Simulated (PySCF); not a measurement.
C3H7BN2, SMILES NB1C=CCN1.

Geometry: ωB97X-D3(BJ)/def2-SVP. The structure was generated by enumeration, and PubChem lists no compound with its InChIKey, so it may never have been made. Other conformers were not sampled.

Method: PySCF with HF/def2-TZVP.

Symmetry labels are those of the subgroup Cs that the program uses (full group Cs).

Computed valence orbital energies around the gap with their symmetry:
```tsv
orbital	symmetry	energy (eV)
HOMO−7	A"	-16.32
HOMO−6	A'	-15.48
HOMO−5	A'	-14.96
HOMO−4	A'	-13.63
HOMO−3	A'	-12.45
HOMO−2	A"	-12.08
HOMO−1	A"	-9.77
HOMO	A"	-9.48
LUMO	A'	3.40
LUMO+1	A"	3.85
LUMO+2	A'	4.07
LUMO+3	A'	4.31
```
